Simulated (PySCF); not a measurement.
Structure with atom numbers: `[CH3:1][c:2]1[cH:3][cH:4][cH:5][c:6](/[P:7]=[CH:8]\[F:9])[cH:10]1`. Each H is labelled by its parent atom.

Computational details: GIAO PBE0/pcSseg-1 shieldings, structure optimised with GFN2-xTB, in PySCF 2.14 (isolated molecule, a single conformation, relativity neglected, rapidly exchanging positions averaged).

Referencing at the same level of theory: TMS for $^{13}$C (σref 186.93).

Do the $^{13}$C shifts follow the atomic charges (in e)? Tabulate both.

Results:


```
atoms  hybridisation  δ (ppm)  σ para (ppm)  Hirshfeld    IAO  Mulliken  ESP-fitted
   C8            sp2    209.3          -271      -0.01  -0.11     -0.02       -0.03
   C2            sp2    143.4          -218      +0.01  +0.02     -0.35       +0.47
  C10            sp2    140.9          -207      -0.06  -0.15     +0.11       -0.61
   C6            sp2    139.8          -218      -0.06  -0.19     -0.45       +0.56
   C3            sp2    135.4          -201      -0.05  -0.16     -0.02       -0.40
   C5            sp2    134.7          -200      -0.06  -0.15     -0.01       -0.44
   C4            sp2    133.9          -202      -0.05  -0.15     -0.07       -0.05
   C1            sp3     24.1           -82      -0.11  -0.43     -0.12       -0.54
```

Correlation coefficients of δ with charge over these carbons: Hirshfeld +0.79, IAO +0.79, Mulliken +0.08, ESP-fitted +0.36; with the paramagnetic shielding -0.99. Among the 7 sp2 carbons alone: Hirshfeld +0.47, IAO +0.20, Mulliken +0.14, ESP-fitted +0.10. With so few points, grouped by hybridisation, these coefficients are fragile. Charge is one influence among several: hybridisation and low-lying excitations act through the paramagnetic term.

Shifts are as computed. Against solution values, carbons near 30 ppm lie about +3 ppm off and those near 130 ppm about +5 ppm. Of 1211 compounds with measured shifts, 218 miss one by over three times the rms of a fit or turn the order of signals round; such compounds aren't used in these exercises.
